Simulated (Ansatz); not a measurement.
Ideal-gas functions of BrCl3Ti, SMILES `[Cl][Ti]([Cl])([Cl])[Br]` at 600 K and 1 bar, from an Ansatz frequency run at PBE0-D4/def2-TZVP.

Molar mass 234.13 g/mol, point group C3v (symmetry number 3), electronic degeneracy 1, moments of inertia 442.146, 653.964, 653.97 u Å². Harmonic wavenumbers (cm⁻¹, unscaled): 100, 100, 120, 128, 128, 331, 458, 510, 510.

Use S(trans) = R[1.5 ln M + 2.5 ln T − 1.1517]; rotational temperatures θ = 24.2544 K / I; S(rot) = R[ln(√π/σ · √(T³/θAθBθC)) + 1.5]; for each mode x = 1.438777 ν̃/T, S = R[x/(eˣ − 1) − ln(1 − e⁻ˣ)] and H = RT x/(eˣ − 1); 1 cm⁻¹ = 0.0119627 kJ/mol; R = 8.31446 J/(mol·K).

By hand: the entropy, in J/(mol·K).

Translation 191.4. Rotation: θ = 0.0549, 0.0371, 0.0371 K, giving 127.3. Vibration, mode by mode: 20.21, 20.21, 18.70, 18.17, 18.17, 10.45, 7.94, 7.14, 7.14, in all 128.1. Electronic 0.0. Sum 446.8 J/(mol·K).

By hand: H − E and G − E in kJ/mol, counted from the electronic energy.

Zero-point energy ½ × 2385 × 0.0119627 = 14.3; thermal vibration 32.8; translation, rotation and pV give 4 RT = 20.0. H − E = 67.1 kJ/mol, and G − E = 67.1 − 600 × 446.8/1000 = -201.0 kJ/mol.

Vibration gives 29 % of the entropy, 95.4 J/(mol·K) of it from the modes under 150 cm⁻¹: soft modes count most, and the harmonic formula is weakest for them.
